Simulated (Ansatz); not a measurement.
Ansatz (a first-principles code) input (RPA@PBE/cc-pVTZ):

Ansatz 0.2 input:
```yaml
crystal:
  periodic: [false, false, false]
  atoms:
    - {symbol: C, position_ang: [2.69632648, 0.26520326, -0.05900142]}
    - {symbol: C, position_ang: [1.36091892, 0.01069484, -0.07398109]}
    - {symbol: O, position_ang: [0.73475703, -1.07212980, -0.42678999]}
    - {symbol: O, position_ang: [0.44736945, 0.96162751, 0.31953620]}
    - {symbol: Ge, position_ang: [-1.09693347, -0.03594937, 0.04982245]}
    - {symbol: H, position_ang: [3.39216728, -0.49866397, -0.37293410]}
    - {symbol: H, position_ang: [3.06621787, 1.22645770, 0.26483121]}
    - {symbol: H, position_ang: [-1.48024808, -1.17765674, 1.03339185]}
    - {symbol: H, position_ang: [-1.61878799, -0.30813672, -1.38941919]}
    - {symbol: H, position_ang: [-2.05796226, 1.13700923, 0.52573732]}
basis:
  gaussian:
    orbitals: cc-pVTZ
hamiltonian:
  xc: pbe
total_charge: -1
magnetization: {spin_polarized: false}
correlation: {method: rpa, electrons: outside_noble_gas}
```

Output:

```
Functional definition: PBE
integrals: 0.43 GiB planned
1382 factors; integrals over basis functions are off by at most 1.0e-3 eV
0.37 GiB of the device are held for the grids
1.95 GiB of device memory are held for the factors and their scratch space
mean field: 1.80 GiB planned
mean field evaluation 1: about -62748.7808 eV, gradient 6.2e1 eV
mean field evaluation 2: about -62748.7661 eV, gradient 6.2e1 eV
mean field evaluation 4: about -62755.5876 eV, gradient 1.8e1 eV
mean field evaluation 8: about -62756.4727 eV, gradient 6.1e-1 eV
mean field evaluation 16: about -62756.4726 eV, gradient 5.1e-4 eV
mean field -62756.47255037 eV, -2306.2578283611 hartree, gradient 5.0e-6 eV, S^2 0.000000; 0 other end points of the search recorded, 0 dependent functions left out
18 core orbitals not correlated
reference -62689.33564970 eV, -2303.7905927685 hartree; 15, 15 occupied and 200, 200 virtual orbitals, 1382 factors
Total energy: -62730.24925562 eV, -2305.2941400538 hartree
```

It need not be the lowest isomer of its formula. Whether it binds its extra electron was not tested at this geometry.
